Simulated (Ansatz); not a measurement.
# A cut through the energy surface

NaAsH₂O, singlet, at its PBE0-D4/def2-TZVP minimum:

```json
{"atom": "O1", "x (Å)": "-0.7279", "y (Å)": "-0.4358", "z (Å)": "-0.2734"}
{"atom": "As2", "x (Å)": "0.8438", "y (Å)": "0.6231", "z (Å)": "-0.6107"}
{"atom": "Na3", "x (Å)": "0.6884", "y (Å)": "-1.6415", "z (Å)": "0.8344"}
{"atom": "H4", "x (Å)": "-1.4941", "y (Å)": "0.0094", "z (Å)": "-0.6341"}
{"atom": "H5", "x (Å)": "0.6898", "y (Å)": "1.4448", "z (Å)": "0.6838"}
```

The bond length As2–H5 (1.541 Å at the minimum) is set to the values below, the two halves moving rigidly along the bond. Each method's energies count from its own value at the PBE0-D4 minimum structure. Ansatz 0.2.0; basis: def2-TZVPP; cores frozen in the correlated methods. Filled d shells of the heavier atoms are correlated. The outer core shell of Li, Na, Mg and K is correlated. The def2 sets are not built for correlating such inner shells, so the correlated values are less sure here. B3LYP uses VWN-RPA correlation.

CCSD(T) energies along the scan:
| bond length (Å) | CCSD(T) (kJ/mol) |
| --- | --- |
| 1.356 | 33.1 |
| 1.410 | 14.7 |
| 1.488 | 1.8 |
| 1.580 | 1.4 |
| 1.682 | 13.3 |
| 1.791 | 34.5 |
| 1.907 | 61.9 |
| 2.030 | 93.0 |
| 2.157 | 124.7 |
They count from the CCSD(T) energy at the PBE0-D4 minimum.

Minimum and curvature along this coordinate at CCSD(T): A fifth-order fit through the nearest points gives 1.535 Å, with a curvature of about 16 eV/Å².

Q: Treat the two halves as rigid bodies and work out the harmonic wavenumber of this stretch from that curvature (ν̃ = 521.5 √(k/μ) cm⁻¹ with k in eV/Å² and μ in u).

A: The halves weigh 114.92 and 1.01 u, so μ = 114.92 × 1.01/115.93 = 1.001 u and ν̃ = 521.5 √(16/1.001) ≈ 2100 cm⁻¹. A true normal mode mixes in other motions, so this is a guide only.

Largest difference from the CCSD(T) curve over the scan: r2SCAN-D4 2.6; B3LYP-D4 7.4; HF 20.2 kJ/mol. Each curve counts from its own value at the minimum.

T1 diagnostic: at most 0.015. The restricted Hartree–Fock reference is unstable towards an unrestricted one here.

For scale, one of the runs: CCSD(T)/def2-TZVPP, 139 basis functions, launched by `ansatz run in.yaml --threads 2 --pin off --events-out ev --progress --plain --max-ram 4352MiB`. Time: 37 s of wall clock on 2 CPU threads of an Arm Neoverse V1; the host was shared. Peak host memory: 0.89 GiB.
